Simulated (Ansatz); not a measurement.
C4H12Ti, SMILES `[CH3][Ti]([CH3])([CH3])[CH3]`, 17 atoms. Charge 0, multiplicity 1. Correlated methods include outer-core shells of Ti, which these sets cover unevenly. Scalar relativity is left out up to krypton. Hardware: A = 2 threads of an AMD EPYC 7R13 on a shared host; B = 2 threads of an AMD EPYC 7R13 on a shared host and a share of an NVIDIA H100 80 GB. Correlated methods freeze the cores.

Q: Give the basis size and wall time and peak host memory of each of these runs in Ansatz. RKS PBE0-D4/def2-SVP energy [A]; RKS PBE0-D4/def2-QZVPP energy [B]; RHF-CCSD(T)/def2-TZVPP energy [B]; RKS ωB97M-V/def2-QZVPP energy [B]; RHF-MP2/def2-QZVPP energy [B]; RHF-CCSD(T)/def2-SVP energy [B]; RKS r2SCAN0-D4/def2-TZVPP energy [B]; RKS PBE-QIDH (frozen core)/def2-TZVPP energy [B]; RKS ωB97M-V/def2-SVP energy [A]; RKS PBE0-D4/def2-TZVP relaxation (40 steps) [B]; RKS r2SCANh-D4/def2-TZVPP energy [B]; RKS SPW92 (LDA)/def2-TZVPP energy [B]. (Estimate.)

A: The calculation gave: Other jobs shared the machine, so times are rough.

```
                                level                        job  functions  wall time  peak host memory (GiB)
                 RKS PBE0-D4/def2-SVP                 energy [A]        147      4.7 s                    0.46
RKS PBE-QIDH (frozen core)/def2-TZVPP                 energy [B]        356       15 s                     1.6
                 RHF-CCSD(T)/def2-SVP                 energy [B]        147       16 s                    0.79
                 RKS ωB97M-V/def2-SVP                 energy [A]        147       16 s                    0.62
           RKS SPW92 (LDA)/def2-TZVPP                 energy [B]        356       18 s                    0.86
                   RHF-MP2/def2-QZVPP                 energy [B]        681       19 s                     1.3
            RKS r2SCAN0-D4/def2-TZVPP                 energy [B]        356       21 s                     0.9
            RKS r2SCANh-D4/def2-TZVPP                 energy [B]        356       23 s                    0.91
               RKS PBE0-D4/def2-QZVPP                 energy [B]        681       25 s                     1.2
               RKS ωB97M-V/def2-QZVPP                 energy [B]        681       29 s                     1.4
               RHF-CCSD(T)/def2-TZVPP                 energy [B]        356       39 s                    0.85
                RKS PBE0-D4/def2-TZVP  relaxation (40 steps) [B]        241    2.1 min                     0.9
```
